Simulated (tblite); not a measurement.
Compound: C6H5O2S (doublet state).
Z-matrix (Å and degrees, GFN2-xTB geometry), rows numbered from 1:
```
C 
S   1  1.6978
C   2  1.7682  1  102.11
C   3  1.4265  2  122.08  1   -29.32
C   4  1.3489  3  119.33  2  -179.19
C   5  1.4516  4  121.74  3    -0.13
O   6  1.2029  5  126.25  4  -179.31
O   6  1.3839  5  115.62  4     1.08
C   8  1.3298  6  122.01  5    -1.20
H   1  1.0719  2  119.69  3   -35.36
H   1  1.0707  2  115.39  3   169.58
H   4  1.0804  3  118.92  2    -0.35
H   5  1.0780  4  122.32  3   179.17
H   9  1.0808  3  123.45  2    -0.54
```

Level: GFN2-xTB in tblite, geometry and Hessian alike; calculated harmonic values, unscaled, isolated species. The method is semi-empirical: single wavenumbers can be off by several per cent or more. One conformer, not necessarily the lowest. Open shells enter through the occupations alone, without spin polarisation, and single modes of such species can be off by tens of per cent.

Harmonic wavenumbers (cm⁻¹): 65.8, 94.0, 164.6, 242.9, 305.1, 334.5, 340.1, 377.1, 453.1, 468.3, 483.0, 598.6, 636.8, 686.8, 796.7, 802.4, 850.7, 881.8, 912.8, 930.6, 933.6, 1037.1, 1097.4, 1148.9, 1197.1, 1269.0, 1333.8, 1362.2, 1507.9, 1610.7, 1759.3, 3077.6, 3079.3, 3117.3, 3123.3, 3188.3.

A = 4366, B = 814.7, C = 698.5 MHz; mass 141.001 u (most abundant isotopes); point group C1, symmetry number 1; spin multiplicity 2.

Zero-point energy?

½Σν̃ = 20134 cm⁻¹ = 57.57 kcal/mol.

Entropy at 298.15 K, 1 bar (ideal gas, RRHO, classical rotation)?

Translation 40.77, rotation 29.25, vibration 21.86, spin (R ln 2) 1.38: S = 93.3 cal/(mol K).

And Cp and H(298.15 K) − H(0)?

Cp = 34.16 cal/(mol K), of which vibrations give 26.21 (their classical limit is 36 R = 71.5); H(298.15 K) − H(0) = 6.07 kcal/mol without the zero-point energy, 3.70 from vibrations.

What must be added to the electronic energy to get the Gibbs energy at 298.15 K and 1 bar?

ZPE + [H(298.15 K) − H(0)] − T·S = 57.57 + 6.07 − 27.80 = 35.84 kcal/mol.

How do the functions run with temperature in this model?

```
T (K)  S (cal/(mol K))  Cp (cal/(mol K))  H − H(0) (kcal/mol)  G − H(0) (kcal/mol)  ln q(vib)
  100             67.8              15.4                 1.11                -5.67       0.96
  200             81.5              25.2                 3.15               -13.15       2.77
  300             93.5              34.3                 6.13               -21.91       4.80
  500            114.5              48.1                14.48               -42.77       9.05
  800            139.9              59.6                30.84               -81.10      15.14
 1000            153.8              64.2                43.25              -110.50      18.84
```

q(vib) and H(0) count from the zero-point level.

Which modes carry the vibrational entropy at 298.15 K?

65.8 cm⁻¹: 4.28; 94.0 cm⁻¹: 3.58; 164.6 cm⁻¹: 2.50; 242.9 cm⁻¹: 1.78; 305.1 cm⁻¹: 1.39; 334.5 cm⁻¹: 1.24 cal/(mol K); the other 30 give 7.11 together.

Hindered rotation and anharmonicity are outside this model. Other conformers, if any are populated, would add a mixing term that is left out. The structure is chiral; the term R ln 2 for an equal mix with its mirror image is left out.
